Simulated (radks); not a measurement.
Task: Species: neutral tungsten. Configuration: [Xe] 4f14 5d4 6s1 6p1 (not the ground configuration). Calculated with a radial shooting solver on a logarithmic mesh with Libxc functionals: Dirac Kohn-Sham, LDA (Slater exchange, Perdew-Wang correlation), spin-unpolarised, spherical densities, finite nucleus; open shells fill j = l - 1/2 first; Fermi nuclear charge, rms radius 5.3658 fm. Some entries of the table are withheld. Estimate them.

orbital,occ.,eigenvalue (eV),<r^2> (bohr^2)
1s1/2,2,-69314.18,0.0004638
2s1/2,2,-11957.98,0.007072
2p1/2,2,-11441.79,0.005045
2p3/2,4,-10090.61,0.006246
3s1/2,2,-2753.912,0.04622
3p1/2,2,-2522.809,0.04237
3p3/2,4,-2230.721,0.04897
3d3/2,4,(1),0.03795
3d5/2,6,(2),0.03975
4s1/2,2,-567.9695,0.2287
4p1/2,2,-472.0341,(3)
4p3/2,4,-404.1024,(4)
4d3/2,4,-245.9511,0.2958
4d5/2,6,-233.4320,0.3093
5s1/2,2,-79.8697,1.283
5p1/2,2,-51.3645,1.573
5p3/2,4,-41.4716,1.872
4f5/2,6,-35.3611,0.4572
4f7/2,8,-33.1201,0.4730
6s1/2,1,-6.6434,11.12
5d3/2,4,-6.0142,4.841
5d5/2,0,-5.2722,5.324
6p1/2,1,-2.4567,(5)
6p3/2,0,-1.9065,(6)

Result: 
(1) 3d3/2 eigenvalue (eV): -1839.047
(2) 3d5/2 eigenvalue (eV): -1775.466
(3) 4p1/2 <r^2> (bohr^2): 0.2356
(4) 4p3/2 <r^2> (bohr^2): 0.2714
(5) 6p1/2 <r^2> (bohr^2): 20.97
(6) 6p3/2 <r^2> (bohr^2): 26.07
